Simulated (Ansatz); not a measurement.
One change: `SB1N[SiH2]1` becomes `B1N[SiH2]1`.

Ansatz, PBE0-D4/def2-TZVP geometries, multiplicity 1. Each molecule was computed in one conformer, which needn't be the lowest.

```
                                        property  `SB1N[SiH2]1`
  size of the dipole moment (PBE/def2-TZVPP) / D           1.96
            HOMO–LUMO gap (PBE0/def2-TZVPP) / eV           6.91
         HOMO–LUMO gap (ωB97M-V/def2-TZVPP) / eV          10.66
size of the dipole moment (B3LYP/def2-TZVPP) / D           1.88
              LUMO energy (PBE0/def2-TZVPP) / eV          -0.33
             HOMO energy (B3LYP/def2-TZVPP) / eV          -7.04
```

Q: Give the same properties after the change, and the shifts. (Estimate.)

A: The calculation gave: 
```tsv
property	`B1N[SiH2]1`	shift
size of the dipole moment (PBE/def2-TZVPP) / D	1.33	-0.63
HOMO–LUMO gap (PBE0/def2-TZVPP) / eV	6.75	-0.16
HOMO–LUMO gap (ωB97M-V/def2-TZVPP) / eV	10.71	0.05
size of the dipole moment (B3LYP/def2-TZVPP) / D	1.19	-0.69
LUMO energy (PBE0/def2-TZVPP) / eV	-0.32	0.01
HOMO energy (B3LYP/def2-TZVPP) / eV	-6.87	0.17
```

The zero-point energy changes by -4.4 kJ/mol with -3 modes. Dipoles are sizes alone; their direction can turn.

B3LYP here is the variant with VWN-RPA as its local correlation; programs differ in this.
